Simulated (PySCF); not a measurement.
# From computed data to an observable: chemical shift, span and skew from a shielding tensor

C3H4ClNSi, SMILES Cl[Si@H]1C=CC=N1. Atoms are numbered in the order given.

```xyz
10

Cl     1.9880     0.0736    -0.7119
Si     0.3767    -0.1785     0.5621
C     -0.7917     1.2954     0.5851
C     -1.9573     0.7978     0.1253
C     -1.9034    -0.6646    -0.2379
N     -0.8113    -1.3215    -0.1083
H      0.8879    -0.6225     1.8798
H     -0.6602     2.3358     0.8867
H     -2.8856     1.3666     0.0050
H     -2.8196    -1.1525    -0.6151
```
Charge 0, spin multiplicity 1.

The structure is a stationary point at B3LYP-D3(BJ)/def2-SVP. The structure was generated by enumeration; whether it is a known compound was not checked.

GIAO shieldings from HF/pcSseg-1 (PySCF), non-relativistic, no solvent. The symmetric part of the tensor of C4 has the principal values -111.2, 74.3, 146.7 ppm. The same nucleus in TMS has σ = 192.6 ppm at this level (PySCF, at its B3LYP-D3(BJ)/def2-TZVP geometry). Without spin–orbit terms, shifts of atoms bonded to Cl or Br come out too high.

Q: Work out the isotropic shielding, the ¹³C shift against TMS, the span and the skew.

A: 
σ(iso) = (σ11 + σ22 + σ33)/3 = 36.6 ppm. δ = σ(ref) − σ(iso) = 192.6 − (36.6) = 156.0 ppm.
Span Ω = σ33 − σ11 = 257.9 ppm. Skew κ = 3(σ(iso) − σ22)/Ω = -0.44. Tumbling in solution averages the tensor to δ; in a static solid the shielding alone would spread this spin-1/2 line over Ω.
